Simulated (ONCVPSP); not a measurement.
## tin, ONCV: configuration errors across variants

ONCVPSP 4.0.1 input, shortened (lines: element, Z, core and valence counts, functional; n l f; lmax; l rc ep ncon nbas qcut; lloc lpopt rc5 dvloc0; l nproj debl; icmod fcfact rcfact), PBEsol, fully relativistic:

```
  Sn 50.00    6    5  -116133      upf
    1    0    2.00
    2    0    2.00
    2    1    6.00
    3    0    2.00
    3    1    6.00
    3    2   10.00
    4    0    2.00
    4    1    6.00
    4    2   10.00
    5    0    2.00
    5    1    1.75
    2
    0    1.20    0.00    4    8    8.20
    1    1.25    0.00    3    6   10.70
    2    1.00    0.00    4    8    8.80
    4    5    0.65    6.00
    0    3    0.50
    1    2    3.00
    2    1    1.70
    1    0.25    0.00
```

Open shells are filled in proportion to 2j + 1.

All-electron excitation energies from the reference (eV): (1) 4s2 4p6 4d10 5s2 5p2 -1.119; (2) 4s2 4p6 4d10 5s2 5p1 5.792; (3) 4s2 4p6 4d10 5s2 5p0 19.783; (4) 4s1 4p6 4d10 5s2 5p2 140.832.

1 further variants failed, have other tests or too few solved ones, and are left out.

A true bound ghost makes a file unfit for plane-wave use even where its test errors are small: the radial tests pick states by their node count and pass the ghost by.

Errors AE − PS in meV (a dash: test not solved or not reliable):

```csv
change,(1),(2),(3),(4),bound ghosts,GHOST(+) flags above zero
base,-0.1,+0.3,+0.9,-131,s,s
"core correction Teter function, fcfact 4, rcfact 1.35",-0.1,+0.3,+0.9,-127,s,s
s: rc 1.46,-0.1,+0.3,+1.0,-373,none,s
"local potential polynomial inside 0.65 bohr (lpopt 5, dvloc0 7.5 Ha)",-0.1,+0.3,+0.9,-132,s,s
d: qcut 11.2,-0.1,+0.3,+0.9,-122,s,s
s: qcut 11.2; p: qcut 14.6; d: qcut 12,-0.1,+0.3,+0.9,-21,none,s
"core correction polynomial model core, fcfact 1.22",-0.1,+0.3,+0.9,-133,s,s
```

Give the same row for: s: rc 1.74.

-0.1, +0.3, +1.0, -653; bound ghosts: none; GHOST(+) flags above zero: s.
